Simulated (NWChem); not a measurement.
Species: BNH5 cation; SMILES B[NH3+]

```xyz
7

B     -0.0012    -0.9277    -0.0148
N     -0.0019     0.6232    -0.0122
H     -1.0826    -1.4527     0.0052
H      1.0841    -1.4451     0.0041
H      0.0549     0.9381     0.9825
H     -0.8662     1.0517    -0.3964
H      0.8238     1.0438    -0.4819
```
Atoms are numbered in this order, from 1.

Computed with NWChem. All runs use the structure optimised with PBE-D3(BJ)/def2-SVP. B3LYP is NWChem's, with the RPA form of VWN correlation. Static field.

Task: Estimate the computed values for B3LYP/aug-cc-pVDZ. Quantities: isotropic polarisability (bohr³); anisotropy (bohr³).

Result: 
```json
{
  "isotropic polarisability (bohr³)": "20.9",
  "anisotropy (bohr³)": "4.5"
}
```
